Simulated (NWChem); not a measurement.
All runs are NWChem calculations. System: CH2F, charge 0, spin multiplicity 4, at the geometry of a parent with another charge or spin, in a state set for the comparison that need not be this species' ground state. Its SCF solution wasn't tested for a lower state. Level: UHF/def2-TZVP.

Part of the output:

```
             Northwest Computational Chemistry Package (NWChem) 7.3.0
             --------------------------------------------------------

                                NWChem Input Module
                                -------------------

 Scaling coordinates for geometry "geometry" by  1.889725989
 (inverse scale =  0.529177249)

 Turning off AUTOSYM since
 SYMMETRY directive was detected!

                             Geometry "geometry" -> ""
                             -------------------------

 Output coordinates in angstroms (scale by  1.889725989 to convert to a.u.)

  No.       Tag          Charge          X              Y              Z
 ---- ---------------- ---------- -------------- -------------- --------------
    1 C                    6.0000    -0.64281100     0.10015200     0.00000000
    2 F                    9.0000     0.68069300    -0.05316200     0.00000000
    3 H                    1.0000    -1.13468700    -0.06122600     0.96350500
    4 H                    1.0000    -1.13468700    -0.06122600    -0.96350500

 Effective nuclear repulsion energy (a.u.)      32.1623640666

            Nuclear Dipole moment (a.u.)
            ----------------------------
        X                 Y               Z
 ---------------- ---------------- ----------------
    -0.0000056692     0.0000037795     0.0000000000

      Symmetry information
      --------------------

 Group name             Cs
 Group number              2
 Group order               2
 No. of unique centers     3

      Symmetry unique atoms

     1    2    3


 Summary of "ao basis" -> "" (spherical)
 ------------------------------------------------------------------------------
       Tag                 Description            Shells   Functions and Types
 ---------------- ------------------------------  ------  ---------------------
 *                         def2-tzvp                  on all atoms

 Summary of "ao basis" -> "ao basis" (spherical)
 ------------------------------------------------------------------------------
       Tag                 Description            Shells   Functions and Types
 ---------------- ------------------------------  ------  ---------------------
 C                         def2-tzvp                11       31   5s3p2d1f
 F                         def2-tzvp                11       31   5s3p2d1f
 H                         def2-tzvp                 4        6   3s1p

                                 NWChem SCF Module
                                 -----------------

  ao basis        = "ao basis"
  functions       =    74
  atoms           =     4
  alpha electrons =    10
  beta  electrons =     7
  charge          =   0.00
  wavefunction    = UHF
  use symmetry    = T
  symmetry adapt  = T

 Summary of "ao basis" -> "ao basis" (spherical)
 ------------------------------------------------------------------------------
       Tag                 Description            Shells   Functions and Types
 ---------------- ------------------------------  ------  ---------------------
 C                         def2-tzvp                11       31   5s3p2d1f
 F                         def2-tzvp                11       31   5s3p2d1f
 H                         def2-tzvp                 4        6   3s1p

      Symmetry analysis of basis
      --------------------------

        a'         48
        a"         26

 Forming initial guess at       0.1s

   Symmetry analysis of molecular orbitals - initial alpha
   -------------------------------------------------------

  Numbering of irreducible representations:

     1 a'          2 a"

  Orbital symmetries:

     1 a'          2 a'          3 a'          4 a'          5 a"
     6 a'          7 a'          8 a"          9 a'         10 a'
    11 a'         12 a"         13 a'         14 a'         15 a"
    16 a'         17 a'         18 a"         19 a'         20 a"

   Symmetry analysis of molecular orbitals - initial beta
   ------------------------------------------------------

  Numbering of irreducible representations:

     1 a'          2 a"

  Orbital symmetries:

     1 a'          2 a'          3 a'          4 a'          5 a'
     6 a"          7 a'          8 a"          9 a'         10 a'
[...]
    71     -1.965890  4 H  s                 12     -0.844588  1 C  px
     4      0.273849  1 C  s                 13     -0.265634  1 C  py
    64      0.265210  3 H  s                 70      0.265210  4 H  s
    36      0.211660  2 F  s                  3      0.166659  1 C  s

 Vector   12  Occ=0.000000D+00  E= 2.147175D-01  Symmetry=a"
              MO Center= -1.6D+00, -2.1D-01,  7.7D-16, r^2= 4.8D+00
   Bfn.  Coefficient  Atom+Function         Bfn.  Coefficient  Atom+Function
  ----- ------------  ---------------      ----- ------------  ---------------
    65      2.755915  3 H  s                 71     -2.755915  4 H  s
    14     -1.860085  1 C  pz                64     -0.439970  3 H  s
    70      0.439970  4 H  s                  8     -0.210934  1 C  pz
    45      0.202510  2 F  pz                23      0.165763  1 C  d  1

 Vector   13  Occ=0.000000D+00  E= 3.059942D-01  Symmetry=a'
              MO Center= -1.1D+00,  1.6D-01, -7.4D-15, r^2= 4.0D+00
   Bfn.  Coefficient  Atom+Function         Bfn.  Coefficient  Atom+Function
  ----- ------------  ---------------      ----- ------------  ---------------
     5      5.675875  1 C  s                 65     -2.083264  3 H  s
    71     -2.083264  4 H  s                  4     -1.847795  1 C  s
    12     -1.094612  1 C  px                36     -0.472343  2 F  s
    13     -0.298136  1 C  py                 3      0.230300  1 C  s
    43      0.204162  2 F  px                 9      0.197963  1 C  px

                     UHF Final Beta Molecular Orbital Analysis
                     -----------------------------------------

 Vector    5  Occ=1.000000D+00  E=-8.025394D-01  Symmetry=a'
              MO Center=  6.3D-01, -5.5D-02, -5.6D-14, r^2= 4.8D-01
   Bfn.  Coefficient  Atom+Function         Bfn.  Coefficient  Atom+Function
  ----- ------------  ---------------      ----- ------------  ---------------
    38      0.499388  2 F  py                41      0.440726  2 F  py
    44      0.214851  2 F  py

 Vector    6  Occ=1.000000D+00  E=-7.119673D-01  Symmetry=a'
              MO Center= -7.2D-01, -1.3D-03,  2.8D-13, r^2= 1.3D+00
   Bfn.  Coefficient  Atom+Function         Bfn.  Coefficient  Atom+Function
  ----- ------------  ---------------      ----- ------------  ---------------
     4      0.277880  1 C  s                 37      0.244380  2 F  px
    40      0.224770  2 F  px                 6     -0.206368  1 C  px
     3      0.189486  1 C  s                 64      0.151566  3 H  s
    70      0.151566  4 H  s

 Vector    7  Occ=1.000000D+00  E=-6.071468D-01  Symmetry=a"
              MO Center= -6.5D-01,  1.0D-02, -2.7D-13, r^2= 1.3D+00
   Bfn.  Coefficient  Atom+Function         Bfn.  Coefficient  Atom+Function
  ----- ------------  ---------------      ----- ------------  ---------------
     8      0.304393  1 C  pz                11      0.243833  1 C  pz
    64      0.199575  3 H  s                 70     -0.199575  4 H  s

 Vector    8  Occ=0.000000D+00  E=-7.039210D-02  Symmetry=a"
              MO Center=  3.3D-01, -4.8D-02,  5.4D-14, r^2= 1.4D+00
   Bfn.  Coefficient  Atom+Function         Bfn.  Coefficient  Atom+Function
  ----- ------------  ---------------      ----- ------------  ---------------
    39      0.383703  2 F  pz                45      0.373394  2 F  pz
    42      0.353534  2 F  pz                65     -0.346686  3 H  s
    71      0.346686  4 H  s                 14      0.235341  1 C  pz

 Vector    9  Occ=0.000000D+00  E= 1.243160D-01  Symmetry=a'
              MO Center= -7.2D-01,  3.1D-01,  1.2D-15, r^2= 2.4D+00
   Bfn.  Coefficient  Atom+Function         Bfn.  Coefficient  Atom+Function
  ----- ------------  ---------------      ----- ------------  ---------------
    13      0.798230  1 C  py                 5      0.269820  1 C  s
     7      0.265858  1 C  py                44     -0.210166  2 F  py
    10      0.157837  1 C  py

 Vector   10  Occ=0.000000D+00  E= 1.814499D-01  Symmetry=a'
              MO Center= -7.9D-01, -4.7D-02, -3.3D-15, r^2= 5.2D+00
   Bfn.  Coefficient  Atom+Function         Bfn.  Coefficient  Atom+Function
  ----- ------------  ---------------      ----- ------------  ---------------
     5      2.049746  1 C  s                 65     -1.983559  3 H  s
    71     -1.983559  4 H  s                 12     -1.204148  1 C  px
    36      0.570658  2 F  s                 64      0.285529  3 H  s
    70      0.285529  4 H  s                 13     -0.222518  1 C  py
    43     -0.161314  2 F  px

 center of mass
 --------------
 x =   0.16778285 y =   0.00391641 z =   0.00000000

 moments of inertia (a.u.)
 ------------------
           7.330269268298           4.735530362114           0.000000000000
           4.735530362114          64.162685451169           0.000000000000
           0.000000000000           0.000000000000          58.128515643599

  Mulliken analysis of the total density
  --------------------------------------

    Atom       Charge   Shell Charges
 -----------   ------   -------------------------------------------------------
    1 C    6     7.06   0.86  1.12  0.51  0.74  0.30  1.16  1.35  0.96  0.03  0.03  0.01
    2 F    9     8.38   0.78  1.20  0.66  1.06 -0.02  2.16  2.04  0.51  0.00  0.01  0.00
    3 H    1     0.78   0.24  0.43  0.07  0.03
    4 H    1     0.78   0.24  0.43  0.07  0.03

  Mulliken analysis of the alpha density
  --------------------------------------

    Atom       Charge   Shell Charges
 -----------   ------   -------------------------------------------------------
    1 C    6     4.69   0.43  0.56  0.29  0.43  0.26  0.82  1.00  0.87  0.02  0.01  0.00
    2 F    9     4.53   0.39  0.60  0.36  0.54 -0.17  1.35  1.22  0.24  0.00  0.01  0.00
    3 H    1     0.39   0.12  0.22  0.03  0.02
    4 H    1     0.39   0.12  0.22  0.03  0.02

   Mulliken analysis of the beta density
   -------------------------------------

    Atom       Charge   Shell Charges
 -----------   ------   -------------------------------------------------------
    1 C    6     2.37   0.43  0.56  0.22  0.31  0.04  0.35  0.34  0.09  0.01  0.02  0.01
    2 F    9     3.86   0.39  0.60  0.30  0.52  0.15  0.80  0.83  0.27  0.00  0.01  0.00
    3 H    1     0.38   0.12  0.22  0.04  0.01
    4 H    1     0.38   0.12  0.22  0.04  0.01

   Mulliken analysis of the spin density
   -------------------------------------

    Atom       Charge   Shell Charges
 -----------   ------   -------------------------------------------------------
    1 C    6     2.31   0.00 -0.01  0.07  0.12  0.21  0.47  0.66  0.78  0.01 -0.01 -0.00
    2 F    9     0.67   0.00 -0.00  0.06  0.02 -0.32  0.55  0.39 -0.03  0.00 -0.00 -0.00
    3 H    1     0.01   0.01 -0.00 -0.01  0.01
    4 H    1     0.01   0.01 -0.00 -0.01  0.01

       Multipole analysis of the density wrt the origin
       ------------------------------------------------

     L   x y z        total         alpha         beta         nuclear
     -   - - -        -----         -----         ----         -------
     0   0 0 0     -0.000000    -10.000000     -7.000000     17.000000

     1   1 0 0      0.313515      0.716815     -0.403295     -0.000006
     1   0 1 0     -0.162389     -0.312931      0.150539      0.000004
     1   0 0 1      0.000000      0.000000      0.000000      0.000000

     2   2 0 0    -11.105047    -27.277475    -16.768325     32.940753
     2   1 1 0      0.470428      1.788195      0.728493     -2.046260
     2   1 0 1     -0.000000      0.000000     -0.000000      0.000000
     2   0 2 0    -10.912628     -8.139400     -3.105749      0.332522
     2   0 1 1     -0.000000     -0.000000     -0.000000      0.000000
     2   0 0 2     -8.393516     -9.400886     -5.622967      6.630337

 Task  times  cpu:        3.9s     wall:        3.9s

 Total times  cpu:        3.9s     wall:        3.9s
```

**Question.** Write an NWChem input that would produce this output.

**Answer.** This is not unique; one that fits is 
```
start mol
memory heap 200 mb stack 900 mb global 1100 mb
geometry units angstroms nocenter noautoz
  C     -0.642811     0.100152     0.000000
  F      0.680693    -0.053162     0.000000
  H     -1.134687    -0.061226     0.963505
  H     -1.134687    -0.061226    -0.963505
  symmetry group Cs
end
basis spherical
  * library def2-tzvp
end
scf
  uhf
  nopen 3
  maxiter 100
  thresh 1e-7
  semidirect memsize 60000000 filesize 0
  # guess.movecs holds the orbitals of an unrestricted PBE0 run
  vectors input guess.movecs output mol.movecs
end
task scf energy
```
